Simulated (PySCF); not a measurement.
C2H6ClSi, SMILES C[Si](C)Cl, doublet (CAM-B3LYP/def2-SVP optimised geometry):

```
10

C      1.636    -0.636     0.000
Si    -0.242    -0.636     0.000
C     -0.937     1.109     0.000
Cl    -0.894    -1.596    -1.740
H      2.036    -1.659    -0.024
H      2.020    -0.134     0.902
H      2.015    -0.098    -0.885
H     -0.579     1.659    -0.885
H     -2.036     1.102    -0.023
H     -0.613     1.652     0.901
```

Computed with unrestricted CAM-B3LYP/def2-TZVP in PySCF 2.14.0.

### Question
What are the frontier orbital energies (α orbitals alone; a β orbital can be the lowest empty one) and the dipole moment?

### Answer
HOMO-2 -10.75 eV, HOMO-1 -9.96 eV, HOMO -7.07 eV, LUMO 1.78 eV, LUMO+1 2.04 eV; dipole moment 2.16 D.

On the same geometry unrestricted PBE/def2-TZVP run with PySCF gives HOMO-2 -7.91 eV, HOMO-1 -7.24 eV, HOMO -4.69 eV, LUMO -0.13 eV, LUMO+1 0.32 eV; dipole moment 2.08 D.

Meta-Löwdin charges at CAM-B3LYP/def2-TZVP: C1 -0.59, Si2 0.71, C3 -0.59, Cl4 -0.32, H5 0.13, H6 0.13, H7 0.13, H8 0.13, H9 0.13, H10 0.13.
